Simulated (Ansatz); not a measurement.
Calculated with Ansatz (gas phase, PBE0-D4/def2-TZVP geometries, no zero-point term in ΔE). CCSD(T)/CBS adds triple-zeta CCSD(T) − MP2 to the extrapolated MP2 energy (def2 sets, frozen cores). This one scheme is used for every species. DFT in def2-TZVPP. HSE06 is defined as in plane-wave codes. Triplets are unrestricted, without spin–orbit coupling. One conformer a species, not always the lowest.

Consider the formal loss of a carbene: `C[Si](C)(N)N` → `[CH2]` (triplet) + `C[SiH](N)N`.

`C[Si](C)(N)N`:

```xyz
15

C     0.396    1.309    1.109
Si    0.150   -0.108   -0.089
C    -1.686   -0.373   -0.343
N     1.021   -1.429    0.586
N     0.799    0.110   -1.666
H    -0.109    2.210    0.749
H    -0.013    1.078    2.097
H     1.457    1.543    1.230
H    -2.188   -0.541    0.614
H    -2.158    0.495   -0.812
H    -1.874   -1.242   -0.978
H     1.065   -2.312    0.105
H     1.085   -1.549    1.583
H     1.789    0.242   -1.800
H     0.265    0.568   -2.386
```

`[CH2]` (triplet):

Z-matrix (Å, degrees):
```
C
H 1 1.079
H 1 1.079 2 134.9
```

`C[SiH](N)N`:

```xyz
12

C     0.623   -1.413    0.333
Si   -0.274    0.225    0.296
N    -1.488    0.430   -0.895
N     0.929    1.410   -0.016
H     1.133   -1.606   -0.615
H    -0.082   -2.229    0.511
H     1.369   -1.442    1.132
H    -1.027    0.368    1.580
H    -1.280    0.381   -1.879
H    -2.447    0.199   -0.699
H     1.866    1.295    0.335
H     0.678    2.382   -0.085
```

```
           level  ΔE (kJ/mol)
        HSE06-D4        479.4
         ωB97M-V        485.5
         LC-ωPBE        469.3
CCSD(T)/def2-SVP        452.7
```

**Question.** What does CCSD(T)/CBS give? (Estimate.)

**Answer.** The calculation gave: +481.8 kJ/mol. The listed levels differ from it by -2.4, 3.7, -12.5, -29.1 kJ/mol.

Largest T1 diagnostic among the species: 0.011.

From BLYP to BHLYP (50 % exact exchange), in def2-TZVPP and without D4, ΔE moves by −3.8 kJ/mol. Leaving LDA and LC-ωPBE aside and taking each functional with its dispersion term where it has one, the values, not all of them listed here, spread over 33.5 kJ/mol, from r2SCAN0-D4 to ωB97X-V. LDA lies +73.4 kJ/mol from PBE without D4.
